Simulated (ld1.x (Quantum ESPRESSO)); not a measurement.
# Ranking ultrasoft potentials for nitrogen (N)

All share these settings but for the change named:

- Element: nitrogen
- Generator: ld1.x (Quantum ESPRESSO) 7.5
- Type: ultrasoft
- Functional: PBE
- Relativity: non-relativistic
- Frozen core: [He]
- Valence charge: 5
- Reference configuration: 2s2 2p2.5 (charge +0.5)
- Partial waves: 2s (bound): rcut 0.95, rcutus 1.10 bohr; 2s channel at -1.3 Ry: rcut 0.95, rcutus 1.10 bohr; 2p (bound): rcut 1.65, rcutus 2.10 bohr; 2p channel at 0.05 Ry: rcut 1.65, rcutus 2.10 bohr; 3d channel at 0.4 Ry: rcut 1.70, rcutus 2.00 bohr
- Local potential: all-electron potential smoothed inside 1.50 bohr (lloc = -1)
- Core correction: a·sin(br)/r model core inside 0.60 bohr
- Augmentation charge: PSQ, inside the norm-conserving radii

Test errors are all-electron minus pseudo excitation energies from the reference, over 2s2 2p3; 2s2 2p2; 2s2 2p1; 2s2 2p3.3; 2s2 2p0; 2s0 2p5; 2s1 2p3. None of these files shows a bound ghost.

The base gives 205.8 meV.

Of 9 variants that were run, those that failed, showed a ghost or another fault, or gave nearly equal values are left out.

A variant can come out equal or close to the base, since the largest error may sit in a test that the change hardly touches while other tests move.

(1) Rank these variants by their largest absolute test error, smallest first.
A. augmentation PSQ, radius 1.05 bohr
B. waves 2s (bound): rcut 0.95, rcutus 1.42 bohr; 2s channel at -1.3 Ry: rcut 0.95, rcutus 1.42 bohr
C. core correction none
D. functional PW91; added wave 3d channel at 2.65 Ry: rcut 1.70, rcutus 2.00 bohr

Results:

(1) A (48.8 meV), D (188.7 meV), B (222.7 meV), C (371.9 meV).
